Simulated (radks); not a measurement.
Results of a calculation; reference values are marked as such.
How relativity changes the ionisation of the iridium ion Ir+ ([Xe] 4f14 5d7 6s1) to Ir2+ ([Xe] 4f14 5d7). Spin-unpolarised spherical Kohn-Sham, LDA (Slater exchange, Perdew-Wang correlation), point nucleus unless stated (finite: rms radius 5.4032 fm), a radial shooting solver on a logarithmic mesh with Libxc functionals. A level marked "c x" has the speed of light scaled by that factor and shares open shells by 2j + 1; other Dirac levels either fill j = l - 1/2 first or share by 2j + 1.

| level | E(Ir+) (hartree) | E(Ir2+) (hartree) | IE (eV) | HOMO | <r> HOMO (bohr) |
|---|---|---|---|---|---|
| non-rel. | -16801.3311 | -16800.7638 | 15.438 | 6s | 2.987 |
| scalar-rel. | -17817.1222 | -17816.4665 | 17.843 | 6s | 2.686 |
| scalar-rel., finite nucleus | -17813.6886 | -17813.0331 | 17.836 | 6s | 2.687 |
| Dirac, 2j+1 shares | -17847.5549 | -17846.8991 | 17.845 | 6s1/2 | 2.687 |
| Dirac, low j first | -17847.6109 | -17846.9574 | 17.783 | 6s1/2 | 2.692 |
| Dirac, 2j+1 shares, finite nucleus | -17844.0849 | -17843.4294 | 17.838 | 6s1/2 | 2.688 |
| Dirac, c x 1.25 | -17428.1985 | -17427.5799 | 16.835 | 6s1/2 | 2.802 |
| Dirac, c x 2 | -17031.0542 | -17030.4686 | 15.934 | 6s1/2 | 2.917 |
| Dirac, c x 10 | -16810.1941 | -16809.6260 | 15.457 | 6s1/2 | 2.984 |

NIST Atomic Spectra Database: 17.0 eV (semi-empirical). The relativistic part of the total energy of Ir+ is -1043 hartree (Dirac, 2j+1 shares, finite nucleus), 6.2 % of the non-relativistic value. Spin polarisation and multiplet splitting of open shells are left out at every level.

Beside tabulated values, note that relativity, absent from the non-relativistic runs, is large for the heavy elements, and spin-unpolarised runs miss the spin-polarisation part of the exchange energy of open shells.
